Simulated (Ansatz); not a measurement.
Basis-set extrapolation for CH$_{10}$N$_{2}$Si$_{2}$, SMILES `C[SiH](N)[SiH2]N` (PBE0-D4/def2-TZVP geometry, frozen core, the Gaussian-basis code of Ansatz). Multiplicity 1, RHF reference.

```csv
,def2-TZVPP,def2-QZVPP
HF,-730.607026,-730.632878
MP2 correlation,-0.862003,-0.923345
CCSD(T) correlation,-0.957552,not run
```

Energies in hartree. Use E(X) = E(∞) + A·exp(−7.88·√X) for Hartree–Fock and E(X) = E(∞) + B·X^(−2.97) for correlation, with X = 3 and 4, and add CCSD(T) minus MP2 of the smaller set to the MP2 limit.

Task: What is the CCSD(T) energy at the basis-set limit?

Result: HF limit: -730.632878 + (-0.025852) × 0.13774 = -730.63644. MP2 limit: -0.923345 + (-0.061342) × 0.74074 = -0.96878. Higher-order term: -0.957552 − (-0.862003) = -0.09555. Total: -731.70077 hartree, 85.5 kcal/mol below CCSD(T)/def2-TZVPP.
